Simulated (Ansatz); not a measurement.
`B1CN1` and `NCC1BN1` differ in one atom or group.

Ansatz, PBE0-D4/def2-TZVP geometries, multiplicity 1. Each molecule was computed in one conformer, which needn't be the lowest.

```csv
property,`B1CN1`
HOMO energy (PBE0/def2-TZVPP) / eV,-7.71
HOMO–LUMO gap (PBE0/def2-TZVPP) / eV,7.94
size of the dipole moment (B3LYP/def2-TZVPP) / D,1.13
size of the dipole moment (ωB97M-V/def2-TZVPP) / D,1.14
LUMO energy (PBE/def2-TZVPP) / eV,-0.76
size of the dipole moment (PBE/def2-TZVPP) / D,1.25
```

Problem. Give the same properties after the change, and the shifts. (Estimate.)

Solution. Ansatz gave: 
```
                                          property  `NCC1BN1`  shift
                HOMO energy (PBE0/def2-TZVPP) / eV      -6.65   1.06
              HOMO–LUMO gap (PBE0/def2-TZVPP) / eV       6.67  -1.27
  size of the dipole moment (B3LYP/def2-TZVPP) / D       1.71   0.58
size of the dipole moment (ωB97M-V/def2-TZVPP) / D       1.75   0.61
                 LUMO energy (PBE/def2-TZVPP) / eV      -0.95  -0.19
    size of the dipole moment (PBE/def2-TZVPP) / D       1.70   0.45
```

With PBE0 the HOMO rises by 1.06 eV and the LUMO falls by 0.21 eV, so the gap narrows by about 1.27 eV. PBE moves the HOMO by 1.19 eV and ωB97M-V by 1.02 eV. Dipoles are sizes alone; their direction can turn.

B3LYP here is the variant with VWN-RPA as its local correlation; programs differ in this.
